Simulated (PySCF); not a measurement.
Cartesian coordinates in Å; atom numbers follow the order of the lines, from 1:
```xyz
10

Cl    3.436    0.610    0.075
B     1.711    0.307    0.035
S     0.565    1.171    1.118
C    -0.925    0.559    0.249
C    -0.664   -0.832   -0.288
S     0.978   -0.887   -1.093
H    -1.154    1.264   -0.565
H    -1.765    0.563    0.960
H    -1.423   -1.127   -1.029
H    -0.665   -1.575    0.525
```

Geometry: PBE0-D3(BJ)/def2-SVP; GIAO shifts from PySCF, gas phase, non-relativistic, averaged over equivalent atoms.

At KT3/pcSseg-2 (293 basis functions, 70 s wall time on 1 thread of an Arm Neoverse V1, shared host):
```
       atoms  δ (ppm)
         Cl1    126.3
          B2     59.0
       S3/S6     90.5
       C4/C5     46.8
H7/H8/H9/H10     3.40
```

References, each an isolated molecule treated in the same way: $^{35}$Cl (σref 937.43) against HCl; $^{11}$B (σref 98.64) against BF3·OEt2; $^{33}$S (σref 525.97) against CS2; $^{13}$C (σref 181.31), $^{1}$H (σref 31.35) vs TMS.

**Question.** Estimate the result of repeating the calculation with wB97X-D/pcSseg-2.

**Answer.** 
```
       atoms  δ at wB97X-D/pcSseg-2  change
         Cl1                  118.6    -7.7
          B2                   67.7    +8.7
       S3/S6                   71.3   -19.2
       C4/C5                   43.3    -3.5
H7/H8/H9/H10                   3.12   -0.28
```

Scale: $^{35}$Cl (σ = 935.79 ppm) vs HCl; BF3·OEt2 for $^{11}$B (σ = 99.96 ppm); $^{33}$S (σ = 499.87 ppm) against CS2; $^{13}$C (σ = 184.42 ppm) and $^{1}$H (σ = 31.36 ppm) against TMS (reference shieldings calculated alike).

The largest change is at S3/S6 (sulfur bonded to C, B, in a 5-membered ring). Cost: 293 basis functions, 83 s wall time on 1 thread of an Arm Neoverse V1, shared host.
